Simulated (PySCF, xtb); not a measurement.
CaO, SMILES [O]=[Ca].

Harmonic wavenumbers (cm⁻¹) from GFN2-xTB (xtb) at its own minimum, in rising order: 565.

### Question
What does PBE-D3(BJ)/def2-TZVPD run with PySCF give at its own minimum? (The exact figures need the calculation; the answer reports its results.)

### Answer
746. Paired by order, the mean absolute difference is 181 cm⁻¹ and the zero-point energies are 0.8 and 1.1 kcal/mol.
